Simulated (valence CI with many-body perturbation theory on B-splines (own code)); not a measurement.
The numbers below are computed, except where a source is named.
# Level structure of Sn⁹⁺

Level of theory: configuration interaction combined with many-body perturbation theory (CI+MBPT): five valence electrons over a frozen Dirac-Fock core [Kr], radial functions for each j: 7 s, 7 p, 8 d, 6 f, 4 g, 1 h, with the one-electron correlation potential Σ1 (screened to all orders), the two-electron term Σ2, the three-electron term Σ3, Breit, model QED; selected single and double excitations, second order for the rest, scaled by the run's own slope (own B-spline code, finite nucleus).

No measured levels were compared; by estimate terms of the open shell hold to 2 to 4 % of their energy, and close levels can change places. Core correlation moves these levels by up to 8400 cm⁻¹, and in measured spectra 5 to 20 % of such shifts remained as error; rates that hang on mixing are uncertain with them. Among the levels kept, up to 550 cm⁻¹ of a level comes from second order outside the variational space, and about a tenth of that is noise between levels of different J, which matters for small intervals. The list stops below the first excitations out of the core. Only levels of the ground parity were solved; by the run's estimate the other parity begins above the list, which can be wrong where configurations are misplaced.

Levels 1 to 37 of 37, with energies above the lowest level, 4d⁵ ⁶S_5/2. "Leading %" is the weight of the configuration and term that name the level; weights of strongly mixed levels are sums over their largest components and can fall short. In the jj column 3d3/2^4 stands for four electrons in 3d with j = 3/2.

```csv
No.,Configuration,Term,J,E (eV),Leading %,Second component,Leading jj,g
1,4d⁵,⁶S,5/2,0.000,94,5 % 4d⁵ ⁴P,4d3/2^2 4d5/2^3 (38 %),1.980
2,4d⁵,⁴G,5/2,4.094,56,13 % 4d⁵ ²F,4d3/2^4 4d5/2 (56 %),0.856
3,4d⁵,⁴G,7/2,4.447,85,6 % 4d⁵ ²F,4d3/2^3 4d5/2^2 (64 %),1.022
4,4d⁵,⁴G,11/2,4.531,91,7 % 4d⁵ ²H,4d3/2^3 4d5/2^2 (50 %),1.256
5,4d⁵,⁴G,9/2,4.606,94,,4d3/2^2 4d5/2^3 (57 %),1.171
6,4d⁵,⁴D,5/2,4.679,31,30 % 4d⁵ ⁴P,4d3/2^3 4d5/2^2 (41 %),1.201
7,4d⁵,⁴D,3/2,4.815,48,46 % 4d⁵ ⁴P,4d3/2^3 4d5/2^2 (78 %),1.417
8,4d⁵,⁴P,1/2,5.190,59,38 % 4d⁵ ⁴D,4d3/2^2 4d5/2^3 (51 %),1.630
9,4d⁵,⁴D,7/2,5.483,84,8 % 4d⁵ ⁴G,4d3/2^2 4d5/2^3 (72 %),1.377
10,4d⁵,⁴D,5/2,6.016,45,26 % 4d⁵ ⁴P,4d3/2^3 4d5/2^2 (44 %),1.375
11,4d⁵,⁴D,1/2,6.029,61,36 % 4d⁵ ⁴P,4d3/2^2 4d5/2^3 (78 %),1.012
12,4d⁵,⁴P,3/2,6.251,48,45 % 4d⁵ ⁴D,4d3/2^2 4d5/2^3 (58 %),1.427
13,4d⁵,²I,11/2,6.422,83,12 % 4d⁵ ²H,4d3/2^2 4d5/2^3 (60 %),0.957
14,4d⁵,²I,13/2,6.791,99,,4d3/2^2 4d5/2^3 (99 %),1.076
15,4d⁵,⁴F,7/2,7.144,39,39 % 4d⁵ ²F,4d3/2^3 4d5/2^2 (71 %),1.133
16,4d⁵,²F,5/2,7.203,30,25 % 4d⁵ ²D,4d3/2 4d5/2^4 (38 %),1.089
17,4d⁵,⁴F,3/2,7.212,49,45 % 4d⁵ ²D,4d3/2^2 4d5/2^3 (63 %),0.632
18,4d⁵,⁴F,9/2,7.223,44,43 % 4d⁵ ²G,4d3/2^3 4d5/2^2 (56 %),1.194
19,4d⁵,⁴F,5/2,7.787,55,28 % 4d⁵ ²F,4d3/2^2 4d5/2^3 (65 %),1.038
20,4d⁵,²H,9/2,8.126,51,38 % 4d⁵ ⁴F,4d3/2^2 4d5/2^3 (93 %),1.092
21,4d⁵,²G,7/2,8.248,37,29 % 4d⁵ ²F,4d3/2^2 4d5/2^3 (53 %),1.081
22,4d⁵,²D,3/2,8.409,50,45 % 4d⁵ ⁴F,4d3/2 4d5/2^4 (56 %),0.649
23,4d⁵,²F,7/2,8.591,51,39 % 4d⁵ ²G,4d3/2 4d5/2^4 (50 %),1.051
24,4d⁵,²F,5/2,8.749,68,16 % 4d⁵ ²D,4d3/2^2 4d5/2^3 (59 %),0.950
25,4d⁵,²H,11/2,9.025,80,15 % 4d⁵ ²I,4d3/2 4d5/2^4 (86 %),1.072
26,4d⁵,²F,7/2,9.186,67,24 % 4d⁵ ⁴F,4d3/2 4d5/2^4 (48 %),1.145
27,4d⁵,²G,9/2,9.227,47,37 % 4d⁵ ²H,4d3/2 4d5/2^4 (70 %),1.066
28,4d⁵,²S,1/2,9.657,91,,4d3/2^3 4d5/2^2 (37 %),1.981
29,4d⁵,²F,5/2,9.689,45,40 % 4d⁵ ²D,4d5/2^5 (56 %),1.030
30,4d⁵,²D,3/2,10.853,96,,4d3/2 4d5/2^4 (35 %),0.808
31,4d⁵,²D,5/2,11.256,84,11 % 4d⁵ ²F,4d3/2 4d5/2^4 (44 %),1.165
32,4d⁵,²G,9/2,11.921,98,,4d3/2^2 4d5/2^3 (76 %),1.111
33,4d⁵,²G,7/2,12.103,93,5 % 4d⁵ ²F,4d3/2 4d5/2^4 (49 %),0.902
34,4d⁵,²P,3/2,14.019,89,9 % 4d⁵ ²D,4d3/2^2 4d5/2^3 (75 %),1.282
35,4d⁵,²P,1/2,14.362,95,,4d3/2^2 4d5/2^3 (42 %),0.711
36,4d⁵,²D,5/2,15.756,97,,4d3/2^2 4d5/2^3 (77 %),1.199
37,4d⁵,²D,3/2,15.994,88,9 % 4d⁵ ²P,4d3/2 4d5/2^4 (66 %),0.847
```

Names give the largest LS component (configuration and term), which can be under half, so a name can repeat, a term be missing and a line seem to break the LS rules; names also repeat where a configuration has a term twice.

Where two levels of one J and parity lie close, their mixing, g and order are uncertain.

The ionisation energy to 4d⁴ ⁵D0 of the next ion comes out as 184.7 eV (NIST: 184 ± 2.2 eV (theoretical)). All 37 levels together are meant to be complete up to 50.091 eV.
